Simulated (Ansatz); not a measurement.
A run on `[CH3][Ta](=[NH])([OH])[OH]` with other settings.

```yaml
crystal:
  periodic: [false, false, false]
  atoms:
    - {symbol: C, position_ang: [-1.562419, 0.443565, -0.367194]}
    - {symbol: Ta, position_ang: [0.508963, -0.112941, -0.058600]}
    - {symbol: N, position_ang: [0.601147, -0.483651, 1.667337]}
    - {symbol: O, position_ang: [1.580413, 1.395958, -0.527556]}
    - {symbol: O, position_ang: [0.854533, -1.646320, -1.142111]}
    - {symbol: H, position_ang: [-1.735450, 0.698209, -1.419489]}
    - {symbol: H, position_ang: [-1.833503, 1.308255, 0.245325]}
    - {symbol: H, position_ang: [-2.234801, -0.375457, -0.096143]}
    - {symbol: H, position_ang: [0.699362, -0.704178, 2.643063]}
    - {symbol: H, position_ang: [2.133955, 1.974456, -0.004651]}
    - {symbol: H, position_ang: [1.053200, -2.554896, -0.919581]}
basis:
  gaussian: {orbitals: def2-SVPD}
total_charge: 1
magnetization: {spin_polarized: true, initial_magnetization: 1}
hamiltonian: {xc: {name: RPBE}, dispersion: d4}
output: {forces: true}
```

```sh
$ ansatz run in.yaml --threads 4 --pin off --events-out ev --progress --plain --max-ram 10444MiB
```

It prints (some lines left out):

```
Functional definition: RPBE
1414 factors; their error is unknown
mean field evaluation 1: about -8228.3230 eV, gradient 9.5e1 eV
mean field evaluation 2: about -7973.7829 eV, gradient 2.3e2 eV
mean field evaluation 4: about -8252.0878 eV, gradient 4.5e1 eV
mean field evaluation 8: about -8262.1991 eV, gradient 8.3e0 eV
mean field evaluation 16: about -8262.6702 eV, gradient 5.3e-2 eV
mean field evaluation 32: about -8262.6047 eV, gradient 3.7e-5 eV
mean field -8262.60469568 eV, -303.6451219716 hartree, gradient 8.2e-6 eV, S^2 0.758620; 6 other end points of the search recorded, 0 dependent functions left out
reference -8262.60475673 eV, -303.6451242151 hartree; 24, 23 occupied and 145, 146 virtual orbitals, 1414 factors
Total energy: -8263.19883527 eV, -303.6669561989 hartree
Atom 0 at    -1.562419     0.443565    -0.367194 Å, force    -0.562011     0.324454    -0.943155 eV/Å
Atom 1 at     0.508963    -0.112941    -0.058600 Å, force    -0.724564     0.700372    -2.610490 eV/Å
Atom 2 at     0.601147    -0.483651     1.667337 Å, force     0.604573    -0.567430     2.094929 eV/Å
Atom 3 at     1.580413     1.395958    -0.527556 Å, force    -0.747135    -0.897207    -0.318508 eV/Å
Atom 4 at     0.854533    -1.646320    -1.142111 Å, force    -0.251611     1.179393     0.100726 eV/Å
Atom 5 at    -1.735450     0.698209    -1.419489 Å, force     0.027245     0.090134    -0.476873 eV/Å
Atom 6 at    -1.833503     1.308255     0.245325 Å, force     0.444981     0.642142     0.536081 eV/Å
Atom 7 at    -2.234801    -0.375457    -0.096143 Å, force     0.072619    -0.918411     0.219351 eV/Å
Atom 8 at     0.699362    -0.704178     2.643063 Å, force     0.086595    -0.206686     0.920742 eV/Å
Atom 9 at     2.133955     1.974456    -0.004651 Å, force     0.718838     0.640405     0.402968 eV/Å
Atom 10 at     1.053200    -2.554896    -0.919581 Å, force     0.330469    -0.987168     0.074229 eV/Å
Dipole moment:    -0.235708    -0.047804     0.514969 e Å
```

It took 3.4 s on 4 threads of an AMD EPYC 9R45 on a shared host, with 0.52 GiB of host memory at the peak.
